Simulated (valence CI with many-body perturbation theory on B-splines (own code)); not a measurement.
## Tb⁶⁰⁺: key properties

Method: valence CI with perturbative core correlation (CI+MBPT): three valence electrons over a frozen Dirac-Fock core [He], radial functions for each j: 11 s, 11 p, 9 d, 7 f, 5 g, 2 h, 1 i, with the one-electron correlation potential Σ1 (screened to all orders), the two-electron term Σ2, the three-electron term Σ3, Breit, model QED; selected single and double excitations, second order for the rest (own B-spline code, finite nucleus).

The last digits are not significant, and no measured levels were compared; by estimate large intervals hold to a few tenths of a per cent, small ones and those within an open d or f shell to about a per cent.

Levels are named by their leading jj configuration (3d3/2^4 stands for four electrons in 3d with j = 3/2), which in mixed levels can hold well under half, so a name can repeat and another be missing.

Rates and lifetimes use the calculated energies. Strong lines usually hold to 10 to 20 %, long lifetimes can be off by a factor of two.

Problem. What is the ground level?

Solution. (2s^2 2p1/2) J=1/2, composition 100 % 2s2 2p 2P°, g = 0.628.

Problem. How well does LS coupling describe the low levels?

Solution. Among the lowest 20 levels the leading LS term, summed over configurations, holds 76 % on average. For single configurations the figures are 76 % in LS and 99 % in jj coupling. Terms mix most in the J = 3/2 level at 10452 × 10³ cm⁻¹, where the leading one holds 48 %.

Problem. Where does the other parity begin?

Solution. At (2s 2p1/2^2) J=1/2, 1760.9 × 10³ cm⁻¹.

Problem. Among levels below 76923 × 10³ cm⁻¹, which E1 lines absorb most strongly from the ground level?

Solution. to (2s^2 3d3/2) J=3/2 at 0.1504 nm, f = 0.563; to (2s 2p1/2 3p1/2) J=3/2 at 0.1529 nm, f = 0.212; to (2s 2p1/2 3p3/2) J=3/2 at 0.1482 nm, f = 0.163.

Problem. What is the ionisation energy?

Solution. 13997 eV; NIST lists 14003 ± 10 eV (theoretical).
